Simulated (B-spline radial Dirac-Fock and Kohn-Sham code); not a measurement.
**Auger decay of the M5 hole in Cs⁶⁺**

System: Cs⁶⁺, configuration 1s2 2s2 2p6 3s2 3p6 3d10 4s2 4p6 4d10 5s2 5p1.

These are calculated numbers from a radial atomic solver; the model is independent-particle radiative and Coulomb Auger rates from relativistic LDA hole-state orbitals, with Dirac-Fock energies. Kinetic energies are configuration averages from the vacuum level; the two-hole energies are estimated from single-hole states.

```
transition  kinetic energy (eV)  width (meV)  share (%)
   M5-N2N3                265.5         11.1        1.6
   M5-N3N3                279.2         8.37        1.2
   M5-N1N4                302.9         7.95        1.2
   M5-N1N5                305.3         80.0       11.7
   M5-N2N5                361.3         75.3       11.0
   M5-N3N4                373.4         6.78        1.0
   M5-N3N5                377.0          125       18.2
   M5-N4N5                469.2          157       22.8
   M5-N5N5                471.8          181       26.5
   M5-N5O1                540.2         14.5        2.1
```

The listed channels hold 97 % of the non-radiative rate. Summed by principal shells, of 0.686 eV in all: MNN 96.5 %, MNO 3.5 %.
